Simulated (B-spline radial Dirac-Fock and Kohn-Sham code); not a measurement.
## Satellites and hypersatellites of the K lines of Tc⁵⁺

System: Tc⁵⁺, configuration [Kr] 4d2, inside a Watson sphere of charge -5 and radius 2.4 Å (a model of the Madelung potential; inside it an electron's potential energy is raised by 30.0 eV).

Method: multi-electron Dirac-Fock with separately optimised hole states, Breit and Lamb-shift corrections added in first order. Computed with a radial finite-basis atomic code. Each two-hole energy is an average over J within one jj subconfiguration, not an observable level; in light atoms, where LS coupling holds, the j-resolved values are not observed lines, and for a K spectator the Kα1 hypersatellite is nearly forbidden. No correlation.

Lines without a spectator: Kα2 (K-L2) 18248.5 eV, Kα1 (K-L3) 18365.0 eV, Kβ3 (K-M2) 20595.0 eV, Kβ1 (K-M3) 20615.0 eV. Shifts in eV with one spectator hole (a dash: not computed, or left out as unreliable):

```
spectator hole     Kα2     Kα1     Kβ3     Kβ1
        K (1s)  +480.3  +491.3  +610.0  +612.2
    L2 (2p1/2)   +50.7   +63.2       –  +137.0
    L3 (2p3/2)   +52.2   +51.5  +125.1       –
    M2 (3p1/2)       –   +6.39  +15.33  +18.79
    M3 (3p3/2)   +5.02       –  +16.55  +15.98
    M4 (3d3/2)   +0.44   -1.67       –       –
    M5 (3d5/2)   -1.97   -0.50       –       –
```

With n spectator holes in 2p, averaged over the 2p shell (energies in eV):

```tsv
n	KαLⁿ	step	hypersatellite KαʰLⁿ
0	18326.1	–	18813.8
1	18380.9	+54.8	18869.9
2	18436.9	+56.0	18927.3
3	18494.1	+57.2	18985.9
4	18552.5	+58.5	19045.7
5	18612.3	+59.7	19106.8
```
